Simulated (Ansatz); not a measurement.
Cost and result for the atomization energy of `C[BH][Al]([OH])[InH2]` (12 atoms, 11 bonds).

```
atom    x (Å)    y (Å)    z (Å)
  C1  -1.5588  -1.7704  -0.1973
  B2  -0.7191  -0.7171  -0.9790
 Al3   0.9437   0.3846  -0.1997
  O4   2.5605  -0.1073  -0.4784
 In5   0.8943   2.6208   1.2742
  H6  -1.0967  -2.2315   0.6771
  H7  -2.0118  -2.5404  -0.8284
  H8  -2.4123  -1.1763   0.1786
  H9  -1.1344  -0.4308  -2.0751
 H10   2.7891  -0.8821  -0.9904
 H11   0.9269   4.2273   0.6038
 H12   0.8185   2.6232   3.0146
```

The species carries charge 0 and has multiplicity 1. Correlated methods include outer-core shells of In, which these sets cover unevenly. In: def2 effective core potential. The geometry is a stationary point of PBE0-D4/def2-TZVP. It is one conformer, not always the lowest. Program: Ansatz. All runs use 4 threads of an Intel Xeon 6975P-C on a shared host. Times are those of one run each, without the atoms' runs, and a repeat can differ threefold. Electronic energies, without spin–orbit coupling; frozen cores. CCSD(T)/CBS adds CCSD(T) − MP2 in def2-TZVPP to the MP2 limit, and its time is that of the two runs behind it. T1 = 0.014. With those shells the extrapolation isn't a true limit. B3LYP takes the VWN-RPA correlation (the form of Gaussian; ORCA's B3LYP/G).

CCSD(T)/CBS is a level of theory with its own doubt, some kJ/mol a heavy atom from the limit and from the frozen cores, so smaller differences don't rank the functionals.

| level | functions | wall time |
| --- | --- | --- |
| LDA (SPW92)/def2-TZVPP | 283 | 1.4 s |
| revPBE-D4/def2-TZVPP | 283 | 1.8 s |
| PBE-D4/def2-TZVPP (with forces) | 283 | 2.1 s |
| PBE0-D4/def2-TZVPP | 283 | 2.2 s |
| CAM-B3LYP-D4/def2-TZVPP | 283 | 2.8 s |
| B3LYP-D4/def2-TZVPP (with forces) | 283 | 3.6 s |
| B2PLYP/def2-TZVPP | 283 | 4.3 s |
| CCSD(T)/def2-SVP | 121 | 4.5 s |
| B97M-V/def2-TZVPP | 283 | 5 s |
| ωB97M-V/def2-TZVPP (with forces) | 283 | 8 s |
| MP2/def2-QZVPP | 533 | 21 s |
| CCSD(T)/def2-TZVPP | 283 | 82 s |
| CCSD(T)/CBS(def2) | – | 100 s |

Q: What atomization energy does each give, and how far from CCSD(T)/CBS? (An estimate is asked.)

A: The calculation gave: 
| level | atomization (kJ/mol) | difference from CCSD(T)/CBS | per bond |
| --- | --- | --- | --- |
| LDA (SPW92)/def2-TZVPP | 4286.2 | 493.6 | 44.9 |
| revPBE-D4/def2-TZVPP | 3724.1 | -68.5 | -6.2 |
| PBE-D4/def2-TZVPP (with forces) | 3816.3 | 23.7 | 2.2 |
| PBE0-D4/def2-TZVPP | 3774.8 | -17.8 | -1.6 |
| CAM-B3LYP-D4/def2-TZVPP | 3804.3 | 11.7 | 1.1 |
| B3LYP-D4/def2-TZVPP (with forces) | 3774.8 | -17.8 | -1.6 |
| B2PLYP/def2-TZVPP | 3735.6 | -57.0 | -5.2 |
| CCSD(T)/def2-SVP | 3578.5 | -214.1 | -19.5 |
| B97M-V/def2-TZVPP | 3820.4 | 27.8 | 2.5 |
| ωB97M-V/def2-TZVPP (with forces) | 3800.8 | 8.2 | 0.7 |
| MP2/def2-QZVPP | 3782.2 | -10.4 | -1.0 |
| CCSD(T)/def2-TZVPP | 3702.6 | -90.0 | -8.2 |
| CCSD(T)/CBS(def2) | 3792.6 | 0.0 | 0.0 |

From r2SCAN to r2SCAN0 (25 % exact exchange), in def2-TZVPP and without D4, the atomization energy moves by −49.1 kJ/mol: exact exchange takes away binding that semilocal exchange gives to molecules. In def2-TZVPP, CCSD(T) changes the Hartree–Fock value by +881.9 kJ/mol (the triples alone add +46.5 kJ/mol) and MP2 by +907.9 kJ/mol; breaking electron pairs costs correlation energy, which Hartree–Fock lacks. At CCSD(T), def2-SVP lies −214.1 kJ/mol from the extrapolated value and def2-TZVPP −90.0 kJ/mol: correlation converges slowly with the basis, and small sets miss more of it in the bonded molecule than in its fragments.

Spin–orbit coupling would lower the free In atoms strongly, and the atomization energy with them, by more than many differences here.
